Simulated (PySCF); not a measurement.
AlO₃, multiplicity 2. Atoms are numbered in the order given.

```xyz
4

Al     0.0000     0.0000     0.3928
O      0.0000     0.0000     1.9891
O      0.0000     0.6833    -1.3137
O      0.0000    -0.6833    -1.3137
```
Charge 0, spin multiplicity 2.

The structure is a stationary point at B3LYP-D3(BJ)/def2-TZVP.

These are PBE0/def2-TZVPD run with PySCF values and carry that method's errors.

Q: Estimate the frontier levels, dipole moment and polarisability. (An estimate is asked for; the answer gives what the named calculation found.)

A: 
| Item | Result |
|---|---|
| α spin, highest occupied and lowest empty level | -7.74 and -2.42 eV |
| β spin, highest occupied and lowest empty level | -7.74 and -5.52 eV |
| dipole moment | 4.23 D |
| quadrupole, principal values (traceless, Buckingham form, about the centre of nuclear charge) | -16.36, 7.22, 9.15 D·Å |
| mean static polarisability | 37.6 bohr³ (5.57 Å³) |
| polarisability, principal values | 32.6, 37.5, 42.6 bohr³ |
| ⟨S²⟩ | 0.758 (pure state 0.75) |
